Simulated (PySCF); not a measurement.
# Electron correlation in As(2+) (arsenic, charge +2)

[Ar] 3d10 4s2 4p1, 2P determinant. Calculation: PySCF 2.14, in jorge-DZP-DKH (8s6p2d1f, 43 functions); scalar relativity by spin-free X2C-1e. Frozen: [Ar] 3d10; 3 electrons correlated.

MP2 pair energies summed by pair of shells (mhartree):

```tsv
pair	energy	share (%)
4s-4s	-18.83	72.6
4s-4p	-7.12	27.4
```

Total MP2 correlation energy: -25.94 mhartree.

Same-spin part -1.12 and opposite-spin part -24.83 mhartree; SCS-MP2 scales them by 1/3 and 6/5 to -30.17 mhartree.

| level | correlation energy (mhartree) |
| --- | --- |
| CCSD | -37.02 |
| (T) | -0.14 |
| CCSD(T) | -37.16 |

Diagnostics: T1 = 0.0039, D1 = 0.0072, largest double amplitude 0.099.

Cost of the coupled-cluster step: 0.5 s of wall time on 1 thread of Neoverse-N1 (shared host), for 3 correlated electrons.

Iterations:

```
CC2 = 0
CCSD nocc = (np.int64(2), np.int64(1)), nmo = (29, 29)
frozen orbitals [[0, 1, 2, 3, 4, 5, 6, 7, 8, 9, 10, 11, 12, 13], [0, 1, 2, 3, 4, 5, 6, 7, 8, 9, 10, 11, 12, 13]]
max_cycle = 100
direct = 0
conv_tol = 1e-08
conv_tol_normt = 1e-06
diis_space = 8
diis_start_cycle = 0
Init t2, MP2 energy = -0.0259443084404754
Init E_corr(UCCSD) = -0.0259443084414855
cycle = 1  E_corr(UCCSD) = -0.0331708566302599  dE = -0.00722654819  norm(t1,t2) = 0.038028
cycle = 2  E_corr(UCCSD) = -0.0355766776402638  dE = -0.00240582101  norm(t1,t2) = 0.0147178
cycle = 3  E_corr(UCCSD) = -0.0370401880251316  dE = -0.00146351038  norm(t1,t2) = 0.00589408
cycle = 4  E_corr(UCCSD) = -0.0370230576504118  dE = 1.71303747e-05  norm(t1,t2) = 0.000222287
cycle = 5  E_corr(UCCSD) = -0.0370250215262302  dE = -1.96387582e-06  norm(t1,t2) = 1.92819e-05
cycle = 6  E_corr(UCCSD) = -0.0370243644470498  dE = 6.5707918e-07  norm(t1,t2) = 3.41735e-06
cycle = 7  E_corr(UCCSD) = -0.037024563984536  dE = -1.99537486e-07  norm(t1,t2) = 8.25266e-07
cycle = 8  E_corr(UCCSD) = -0.0370245201977053  dE = 4.37868307e-08  norm(t1,t2) = 1.68905e-07
cycle = 9  E_corr(UCCSD) = -0.0370245227124746  dE = -2.51476934e-09  norm(t1,t2) = 2.17414e-08
UCCSD converged
E(UCCSD) = -2257.924633830183  E_corr = -0.03702452271247463
UCCSD(T) correction = -0.000143596243276963
```
